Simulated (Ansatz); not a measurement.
`CB[TeH]` + HCl → `ClB[TeH]` + CH₄ at 400 K and 1 bar (ligand exchange at a B–C bond).

Gas-phase electronic energies from Ansatz, PBE0-D4/def2-TZVP geometries. CBS: MP2 limit from def2 TZ/QZ plus the TZ coupled-cluster correction, frozen cores. This one scheme is used for every species. Elements past krypton have def2 core potentials. For Te outer-core shells are correlated without core-valence functions, which leaves a few kJ/mol of doubt a bond.

```csv
species,CCSD(T)/CBS energy (Eh),H − E (kJ/mol),S (J/(mol·K))
`CB[TeH]`,-333.59211,171.5,335.1
HCl,-460.38127,29.6,195.4
`ClB[TeH]`,-753.54186,75.6,322.8
CH₄,-40.46206,131.3,197.2
```

H − E and S are ideal-gas, rigid-rotor, harmonic terms from PBE0-D4/def2-TZVP. 1 Eh = 2625.50 kJ/mol, R = 8.31446 J/(mol·K).

Problem. By hand: ΔE, ΔH, ΔS and ΔG.

Solution. ΔE = (-753.54186) + (-40.46206) − (-333.59211) − (-460.38127) = -0.03054 Eh = -80.2 kJ/mol. Δ(H − E) = 75.6 + 131.3 − 171.5 − 29.6 = 5.8, so ΔH = -74.4 kJ/mol. ΔS = 322.8 + 197.2 − 335.1 − 195.4 = -10.5 J/(mol·K). ΔG = -74.4 − 400 × (-10.5)/1000 = -70.2 kJ/mol.

Problem. By hand: the equilibrium constant, and the temperature at which ΔG would vanish if ΔH and ΔS stayed fixed.

Solution. log₁₀ K = −ΔG/(RT ln 10) = 9.2. ΔG = 0 at ΔH/ΔS = 7086 K, far beyond where these terms or the molecules hold.

The number of gas molecules stays the same, so ΔS is small and ΔH decides. A doubt of 5 kJ/mol in ΔE shifts log₁₀ K by 0.7 here. These are equilibria of isolated gas molecules and say nothing of rates. Largest T1 diagnostic: 0.014 (customary marks: 0.02 for closed shells, 0.045 for open ones).
